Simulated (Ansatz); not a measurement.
Cost and result for the atomization energy of CH5Cl2GeN, SMILES `[CH3][Ge]([NH2])([Cl])[Cl]` (10 atoms, 9 bonds).

```xyz
10

C     0.942   -0.992   -0.588
Ge   -0.537   -0.104    0.287
N    -0.568    1.703    0.432
Cl   -2.335   -0.617   -0.769
Cl   -0.649   -0.834    2.304
H     1.868   -0.761   -0.060
H     0.775   -2.069   -0.575
H     1.013   -0.648   -1.621
H     0.142    2.109    1.024
H    -0.651    2.213   -0.434
```

Total charge 0; spin multiplicity 1. Correlated methods include outer-core shells of Ge, which these sets cover unevenly. Scalar relativity is left out up to krypton. The structure was optimised at the PBE0-D4/def2-TZVP level. It is one conformer, not always the lowest. Program: Ansatz. All runs use 4 threads of a server CPU on a shared host. Times are those of one run each, without the atoms' runs, and a repeat can differ threefold. Electronic energies, without spin–orbit coupling; frozen cores. CCSD(T)/CBS adds CCSD(T) − MP2 in def2-TZVPP to the MP2 limit, and its time is that of the two runs behind it. T1 = 0.009. With those shells the extrapolation isn't a true limit. HSE06 is the plane-wave form, built on full-range PBE exchange.

CCSD(T)/CBS is a level of theory with its own doubt, some kJ/mol a heavy atom from the limit and from the frozen cores, so smaller differences don't rank the functionals.

```
                             level  functions  wall time
              revPBE-D4/def2-TZVPP        264      3.2 s
   PBE-D4/def2-TZVPP (with forces)        264      4.1 s
                PBE0-D4/def2-TZVPP        264      6.5 s
               BHLYP-D4/def2-TZVPP        264        7 s
           CAM-B3LYP-D4/def2-TZVPP        264      7.5 s
               HSE06-D4/def2-TZVPP        264        8 s
r2SCAN-D4/def2-TZVPP (with forces)        264      8.5 s
               PBE-QIDH/def2-TZVPP        264       11 s
                  CCSD(T)/def2-SVP        121       13 s
                 B97M-V/def2-TZVPP        264       14 s
                    MP2/def2-QZVPP        493       47 s
                CCSD(T)/def2-TZVPP        264    6.3 min
                 CCSD(T)/CBS(def2)          –      7 min
```

Question: What atomization energy does each give, and how far from CCSD(T)/CBS? (Estimate.)

Answer: Computed: 
```tsv
level	atomization (kJ/mol)	difference from CCSD(T)/CBS	per bond
revPBE-D4/def2-TZVPP	3355.2	-42.8	-4.8
PBE-D4/def2-TZVPP (with forces)	3441.6	43.6	4.8
PBE0-D4/def2-TZVPP	3391.9	-6.1	-0.7
BHLYP-D4/def2-TZVPP	3285.3	-112.7	-12.5
CAM-B3LYP-D4/def2-TZVPP	3382.2	-15.8	-1.8
HSE06-D4/def2-TZVPP	3393.9	-4.1	-0.5
r2SCAN-D4/def2-TZVPP (with forces)	3395.4	-2.6	-0.3
PBE-QIDH/def2-TZVPP	3377.5	-20.5	-2.3
CCSD(T)/def2-SVP	3143.1	-254.9	-28.3
B97M-V/def2-TZVPP	3415.1	17.1	1.9
MP2/def2-QZVPP	3420.2	22.2	2.5
CCSD(T)/def2-TZVPP	3308.6	-89.4	-9.9
CCSD(T)/CBS(def2)	3398.0	0.0	0.0
```

In def2-TZVPP, CCSD(T) changes the Hartree–Fock value by +886.9 kJ/mol (the triples alone add +56.7 kJ/mol) and MP2 by +946.5 kJ/mol; breaking electron pairs costs correlation energy, which Hartree–Fock lacks. From PBE to PBE0 (25 % exact exchange), in def2-TZVPP and without D4, the atomization energy moves by −46.0 kJ/mol: exact exchange takes away binding that semilocal exchange gives to molecules. At CCSD(T), def2-SVP lies −254.9 kJ/mol from the extrapolated value and def2-TZVPP −89.4 kJ/mol: correlation converges slowly with the basis, and small sets miss more of it in the bonded molecule than in its fragments.
